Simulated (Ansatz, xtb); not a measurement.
**C5H4N2S2: 3 structures ranked**

3 gas-phase structures of C5H4N2S2, from a drawn sample of its isomers (lower ones may exist). Each was relaxed with GFN2-xTB; where two conformers were screened, the lower at r2SCAN-D4/def2-SVP//GFN2-xTB is listed:

A. `C#Cc1nc(SC)ns1`, a singlet
B. `N#Cc1nscc1CS`, a singlet
C. `Cc1csc2nsnc12`, a singlet

**Question.** Which do you expect lowest at r2SCAN-D4/def2-SVP//GFN2-xTB, and how would the others follow?

**Answer.** Calculated order at r2SCAN-D4/def2-SVP//GFN2-xTB: C (0.0), B (62.9), A (174.3) kJ/mol.

Energies above the lowest of each column, in kJ/mol; the last columns are at r2SCAN-D4/def2-SVP geometries:

```
structure  GFN2-xTB  HF/STO-3G  r2SCAN-D4/def2-SVP//GFN2-xTB  r2SCAN-D4/def2-SVP  CCSD(T)/def2-SVP + ΔMP2/def2-TZVPP
        C       0.0        0.0                           0.0                 0.0                                 0.0
        B     135.7       72.3                          62.9                61.7                                39.2
        A     173.7      199.0                         174.3               174.3                               166.8
```

Every level run on C puts it lowest or level with the lowest. Flexible structures stand in one conformer each, not always the lowest. The ΔMP2 step shifts differences by up to 27.5 kJ/mol, which makes them less sure. ΔMP2 is the change of the MP2 energy from the smaller to the larger basis.

Programs: Ansatz 0.2.0, xtb 6.7.1.
